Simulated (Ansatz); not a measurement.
C20H27IO⁻, that is bis(4-tert-butylphenyl)iodonium hydroxide with one electron more. Total charge -1; doublet. Geometry PBE-D4/def2-SVP; atoms count from 1.

Cartesian coordinates in Å:
```
C -7.1727 0.0275 0.5092
C -6.6051 -0.6346 -0.7670
C -7.3443 -0.0450 -1.9809
C -6.8889 -2.1533 -0.7232
C -5.0841 -0.3975 -0.8332
C -4.2508 -0.8803 0.2040
C -2.8618 -0.6840 0.1875
C -2.2576 0.0075 -0.8758
I 0.0716 0.3181 -0.7988
C 2.3580 0.4126 -0.2551
C 2.7778 -0.2101 0.9286
C 4.1306 -0.1733 1.3144
C 5.1026 0.4870 0.5320
C 6.5914 0.5582 0.9238
C 7.4520 -0.0740 -0.1936
C 6.8879 -0.1896 2.2355
C 7.0032 2.0365 1.1099
C 4.6619 1.1094 -0.6578
C 3.3117 1.0719 -1.0461
C -3.0664 0.4916 -1.9114
C -4.4619 0.2929 -1.8929
H -6.9885 1.1213 0.4975
H -6.6959 -0.3797 1.4228
H -8.2689 -0.1401 0.5912
H -8.4344 -0.2379 -1.8936
H -6.9959 -0.4978 -2.9313
H -7.2010 1.0523 -2.0546
H -6.4025 -2.6314 0.1500
H -7.9810 -2.3522 -0.6579
H -6.4991 -2.6508 -1.6347
H -4.6993 -1.4277 1.0521
H -2.1959 -1.0538 0.9951
H 2.0001 -0.7145 1.5393
H 4.4233 -0.6741 2.2505
H 7.3062 0.4452 -1.1618
H 8.5333 -0.0239 0.0607
H 7.1794 -1.1388 -0.3423
H 6.3200 0.2363 3.0872
H 6.6296 -1.2652 2.1605
H 7.9688 -0.1162 2.4787
H 8.0784 2.1199 1.3815
H 6.8394 2.6226 0.1836
H 6.4041 2.5108 1.9139
H 5.3870 1.6394 -1.3007
H 3.0092 1.5721 -1.9848
H -2.6179 1.0394 -2.7609
H -5.0627 0.6897 -2.7262
O -0.1454 -1.0139 1.6621
H -0.2455 -0.1020 2.0130
```

In the def2 sets I takes a core potential; there is no spin–orbit coupling. Single mean-field runs in def2-TZVP are fitted with def2-universal-jkfit. In the doublet geometry the species has come apart into loosely held pieces.

Q: Estimate the Mulliken populations of the heavy atoms from the PBE0/def2-TZVP orbitals of Ansatz.

A: 
| atom | charge (e) | spin (α − β) |
| --- | --- | --- |
| C1 | -0.37 | 0.00 |
| C2 | 0.09 | 0.00 |
| C3 | -0.41 | 0.00 |
| C4 | -0.37 | 0.00 |
| C5 | 0.25 | -0.01 |
| C6 | -0.28 | 0.01 |
| C7 | -0.18 | -0.01 |
| C8 | -0.04 | 0.12 |
| I9 | -0.05 | 0.23 |
| C10 | -0.05 | 0.12 |
| C11 | -0.18 | -0.01 |
| C12 | -0.25 | 0.01 |
| C13 | 0.25 | -0.01 |
| C14 | 0.08 | 0.00 |
| C15 | -0.37 | 0.00 |
| C16 | -0.41 | 0.00 |
| C17 | -0.37 | 0.00 |
| C18 | -0.24 | 0.01 |
| C19 | -0.22 | 0.00 |
| C20 | -0.22 | 0.00 |
| C21 | -0.21 | 0.01 |
| O48 | -0.63 | 0.53 |
Mulliken values depend strongly on the basis.

Q: Where does the spin sit?

A: Summed by element: C 0.23, I 0.23, H 0.01, O 0.53, of 1 unpaired in all. Largest on single atoms: O48 0.53, I9 0.23, C8 0.12.

Q: And the Mayer bond orders between heavy atoms (over 0.3)?

A: C1–C2 0.98 (1.55 Å); C2–C3 0.95 (1.54 Å); C2–C4 0.98 (1.55 Å); C2–C5 0.94 (1.54 Å); C5–C6 1.30 (1.42 Å); C5–C21 1.35 (1.41 Å); C6–C7 1.46 (1.40 Å); C7–C8 1.36 (1.40 Å); C8–I9 0.69 (2.35 Å); C8–C20 1.38 (1.40 Å); I9–C10 0.70 (2.35 Å); I9–O48 0.32 (2.81 Å); C10–C11 1.38 (1.40 Å); C10–C19 1.36 (1.40 Å); C11–C12 1.41 (1.41 Å); C12–C13 1.32 (1.41 Å); C13–C14 0.94 (1.54 Å); C13–C18 1.32 (1.41 Å); C14–C15 0.98 (1.55 Å); C14–C16 0.96 (1.54 Å); C14–C17 0.98 (1.55 Å); C18–C19 1.43 (1.41 Å); C20–C21 1.39 (1.41 Å).
